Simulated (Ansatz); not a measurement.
Isolated molecules relaxed with PBE0-D4/def2-TZVP in Ansatz; ΔE leaves out vibrations. CBS: MP2 limit from def2 TZ/QZ plus the TZ coupled-cluster correction, frozen cores. Functionals use def2-TZVPP. def2 core potentials past Kr. For W outer-core shells are correlated without core-valence functions, which leaves a few kJ/mol of doubt a bond. Each species was taken in one conformer, which may not be the lowest.

Consider the redistribution: `[NH2][W]([NH2])(=[O])=[S]` + `[O]=[W]([OH])([F])=[S]` → `[NH2][W](=[O])([F])=[S]` + `[NH2][W](=[O])([OH])=[S]`.

(1) Is it downhill or uphill in electronic energy at CCSD(T)/CBS, and by how much? (An estimate is asked.)

(2) What do these levels give: LDA (SPW92), r2SCAN, BHLYP, CCSD/def2-SVP, SCS-MP2/def2-QZVPP, MP2/CBS(def2)? (Estimate.)

Largest T1 diagnostic among the species: 0.023, so the coupled-cluster value is less sure than usual.

Results:

(1) The calculation gave: Downhill: ΔE = -9.4 kJ/mol.

(2) The calculation gave: LDA (SPW92) -9.5, r2SCAN -9.5, BHLYP -10.0, CCSD/def2-SVP -11.0, SCS-MP2/def2-QZVPP -8.9, MP2/CBS(def2) -8.9 kJ/mol.

Leaving LDA and LC-ωPBE aside and taking each functional with its dispersion term where it has one, the values, not all of them listed here, spread over 0.8 kJ/mol, from BLYP-D4 to PBE-QIDH.
